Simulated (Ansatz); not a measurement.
Consider the redistribution: `OC(F)(F)[SiH2]Cl` + `[OH][Al]([OH])[O][SiH3]` → `O[SiH2]C(O)(F)F` + `[OH][Al]([Cl])[O][SiH3]`.

Computed with Ansatz on PBE0-D4/def2-TZVP structures; ΔE is electronic, products minus reactants. CBS: MP2 limit from def2 TZ/QZ plus the TZ coupled-cluster correction, frozen cores. This one scheme is used for every species. DFT in def2-TZVPP. One conformer a species, not always the lowest.

```
  level  ΔE (kJ/mol)
 PBE-D4        -20.8
ωB97X-V        -26.2
```

(1) What does CCSD(T)/CBS give? (An estimate is asked.)

Largest T1 diagnostic among the species: 0.012.

Results:

(1) The calculation gave: -25.4 kJ/mol. The listed levels differ from it by 4.6, -0.8 kJ/mol.

From PBE to PBE0 (25 % exact exchange), in def2-TZVPP and without D4, ΔE moves by −3.1 kJ/mol. In def2-TZVPP, CCSD(T) changes the Hartree–Fock value by +9.5 kJ/mol (the triples alone add +0.9 kJ/mol) and MP2 by +11.0 kJ/mol.
